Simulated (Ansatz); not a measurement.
Geometry optimisation, RKS r2SCAN-D4/def2-SVP in Ansatz.

Input:

```yaml
crystal:
  periodic: [false, false, false]
  atoms:
    - { symbol: B, position_ang: [-1.4845, 0.45551, -0.63417] }
    - { symbol: Se, position_ang: [-0.66367, -0.59818, 0.64896] }
    - { symbol: S, position_ang: [1.60157, -0.23264, 0.16966] }
    - { symbol: H, position_ang: [-2.64889, 0.47445, -0.60807] }
    - { symbol: H, position_ang: [-0.87955, 1.06749, -1.41605] }
    - { symbol: H, position_ang: [1.99288, 0.29023, 1.35491] }
    - { symbol: H, position_ang: [2.08216, -1.45686, 0.48475] }
total_charge: 1
basis:
  gaussian: { orbitals: def2-SVP }
hamiltonian:
  xc: r2scan
  dispersion: d4
relax:
  f_tol: 0.015
  max_steps: 40
```

Launched with:

```bash
$ ansatz run input.yaml --threads 2 --pin off --max-ram 3072MiB --backend cpu --events-out ev --progress --plain --runs-dir out
```

**Question.** Where does it end, and by what steps?

**Answer.** The run converged. After 10 steps the energy has fallen by 0.092 eV; H7 moved furthest, 0.13 Å.

```
step  energy less start (eV)  largest force component (eV/Å)  accepted
   0                  0.0000                           1.027       yes
   1                 -0.0339                           0.450       yes
   2                 -0.0813                           0.190       yes
   3                 -0.0769                           0.292        no
   4                 -0.0873                           0.145       yes
   5                 -0.0884                           0.149       yes
   6                 -0.0889                           0.157       yes
   7                 -0.0891                           0.155       yes
   8                 -0.0912                           0.052       yes
   9                 -0.0852                           0.106        no
  10                 -0.0920                           0.006       yes
```

```xyz
7
Properties=species:S:1:pos:R:3
B -1.462 0.465 -0.669
Se -0.663 -0.531 0.741
S 1.569 -0.172 0.211
H -2.660 0.403 -0.573
H -0.843 1.053 -1.508
H 2.025 0.227 1.434
H 2.035 -1.446 0.363
```

Whether the end is a true minimum wasn't checked by a vibrational analysis.

Run time: 23 s on 2 threads of Intel(R) Xeon(R) Platinum 8175M CPU @ 2.50GHz (Skylake/Cascade Lake), on a shared host, peak memory 0.17 GiB.
